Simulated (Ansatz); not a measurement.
Ansatz (a first-principles code) input:

Ansatz 0.2 input:
```yaml
crystal:
  periodic: [false, false, false]
  atoms:
    - {symbol: Si, position_ang: [2.67716169, 0.99856468, 0.00398429]}
    - {symbol: C, position_ang: [2.08551168, -0.80170324, 0.06891282]}
    - {symbol: C, position_ang: [0.66263932, -0.88385738, -0.20418197]}
    - {symbol: C, position_ang: [-0.51678381, -0.89265516, -0.44506884]}
    - {symbol: C, position_ang: [-1.94903628, -0.86056003, -0.67640966]}
    - {symbol: Si, position_ang: [-2.78951370, 0.36987694, 0.49613141]}
    - {symbol: H, position_ang: [4.13305364, 1.05380222, 0.28555214]}
    - {symbol: H, position_ang: [1.95328591, 1.79660192, 1.01845266]}
    - {symbol: H, position_ang: [2.42004423, 1.56025784, -1.34086801]}
    - {symbol: H, position_ang: [2.66015635, -1.38893365, -0.65410709]}
    - {symbol: H, position_ang: [2.31564289, -1.20844801, 1.05847509]}
    - {symbol: H, position_ang: [-2.39427534, -1.84948322, -0.52941665]}
    - {symbol: H, position_ang: [-2.16995291, -0.56604841, -1.70698907]}
    - {symbol: H, position_ang: [-4.25096529, 0.38235551, 0.23931134]}
    - {symbol: H, position_ang: [-2.24250215, 1.72603690, 0.26894387]}
    - {symbol: H, position_ang: [-2.54554468, -0.03166883, 1.89951177]}
basis:
  gaussian:
    orbitals: def2-TZVPD
hamiltonian:
  xc: {name: r2SCAN}
output: {forces: true}
```

Q: Predict the final energy.

A: -737.27722 Eh (r2SCAN/def2-TZVPD). The basis has 324 functions.
